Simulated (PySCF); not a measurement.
Compound: C₃H₃F₂O₂ (charge +1).
Geometry (PBE0-D3(BJ)/def2-SVP, Å), atoms numbered from 1 in this order:
```xyz
10
C3H3F2O2 angstrom
O      2.148   -0.610    1.433
C      1.539   -0.178    0.607
C      0.783    0.386   -0.541
O     -0.284   -0.419   -0.863
C     -1.364   -0.314    0.010
F     -0.902   -0.601    1.245
F     -1.811    0.929    0.031
H      1.504    0.413   -1.380
H      0.528    1.429   -0.255
H     -2.130   -1.032   -0.313
```

All values: PBE0/def2-SVPD (PySCF, non-relativistic), on one gas-phase PBE0-D3(BJ)/def2-SVP geometry that isn't relaxed in the solvent. The solvent is an IEF-PCM continuum (Bondi radii, 1.10 Å for H, scaled by 1.2), and excitations are vertical TDDFT with non-equilibrium linear response and a frozen core. Specific hydrogen bonds and non-electrostatic terms are outside this model.

```
run  E − E(gas) (kJ/mol)  HOMO (eV)  HOMO–LUMO gap (eV)  lowest singlet (eV)  static polarisability (au)
gas                 0.00     -15.71                7.05                 5.53                        39.7
  P              -245.21     -11.42                7.38                 5.84                        47.4
  Q              -151.31     -13.01                7.23                 5.69                        43.6
```

Question: The runs were made in benzene and dichloromethane. Which run belongs to which solvent?

Answer: P = dichloromethane, Q = benzene. The dielectric constants are 2.271 (benzene), 8.93 (dichloromethane), and the energy falls further as ε rises. The optical constants n² used for the excitations are 2.25, 2.03 in the same order. In this model the ground state sees the solvent through ε alone.

Question: How constant is the ratio of the lowering to 1 − 1/ε?

Answer: 
| solvent | 1 − 1/ε | E − E(gas) (kJ/mol) | ratio (kJ/mol) | polarisation term (kJ/mol) |
| --- | --- | --- | --- | --- |
| benzene | 0.560 | -151.31 | -270.4 | -152.62 |
| dichloromethane | 0.888 | -245.21 | -276.1 | -249.82 |

The ratio changes by +2.1 % in size from benzene to dichloromethane. The polarisation term is half the interaction of the solute with the induced surface charges.

The run took about 26 s of CPU time (one thread, shared machine). This is the whole response run at PBE0/def2-SVPD in dichloromethane, SCF included.
